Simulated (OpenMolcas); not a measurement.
Pb III: effect of the IPEA shift

| Item | Value |
| --- | --- |
| Program | OpenMolcas 26.06 |
| Basis | ANO-RCC-VTZP [8s7p5d3f2g] |
| Scalar Hamiltonian | DKH2, point nucleus |
| Active space | 2 electrons in 9 orbitals (RAS2 6s 6p; RAS3 6d, at most 2 electrons) |
| State averaging | 2S+1 = 3 even, 3 roots; 2S+1 = 1 even, 7 roots; 2S+1 = 3 odd, 3 roots; 2S+1 = 1 odd, 3 roots |
| Spin-orbit coupling | state interaction with AMFI integrals over the reference wave functions, term energies averaged over their components |

Methods on the same reference wave functions:
A. RASSCF
B. MS-RASPT2, IPEA 0 Eh, imaginary shift 0.1 Eh (closed shells correlated: 5d)
C. MS-RASPT2, IPEA 0.25 Eh, imaginary shift 0.1 Eh (closed shells correlated: 5d)

Energies in cm-1 above 6s2 1S0, the measured ground level; measured values from Moore, Atomic Energy Levels, vol. III, NSRDS-NBS 35 (1971 reprint of NBS Circular 467, 1958).

```csv
Level,A,B,C,Measured
6s2 1S0,0.0,0.0,0.0,0.0
6s 6p 3P* 0,54753,63100,63050,60397
6s 6p 3P* 1,58679,66650,66620,64391
6s 6p 3P* 2,69997,78340,78300,
6s 6p 1P* 1,93319,93470,93740,95340
```

Deviations, from unrounded energies. A percentage is the sum of absolute deviations over the sum of measured energies, with the sign that they share, or ± where signs differ.

| Against measurement | Levels | A | B | C |
| --- | --- | --- | --- | --- |
| mean absolute deviation (cm-1) | 3 | 4500 | 2300 | 2200 |
| other configurations (%) | 3 | -6.1 | ±3.1 | ±2.9 |

B, C lie about equally close to measurement and A furthest from it. The largest miss of C in the table is 6s 6p 3P* 0, by +2700 cm-1. The ranking rests on the paired levels alone, and a cruder setting can come out closer through cancelling errors.

Between B and C the level of the table that moves most is 6s 6p 1P* 1, by 270 cm-1 (lowest in B, highest in C). Moves below CASPT2's spread within the term are not significant.

The lowest spin-free term lies below A's lowest term by 0.406 hartree in B, 0.403 hartree in C.

Active for correlation alone: 6d; no level in the range computed is led by a configuration that fills it, so any true level of that kind is missing. Spin-orbit splittings of 6p shells tend to come out small when the coupling is added on scalar orbitals. Measured partners are found by configuration, term and J. A level has none where our copy of the source lacks it or the pairing is in doubt (some pairs that miss far off the trend of their configuration count as doubtful), and it then counts in no deviation. Levels of configurations outside the active space are missing. The table leaves out levels that lie high or whose names do not pair safely across all columns.

* marks odd parity.
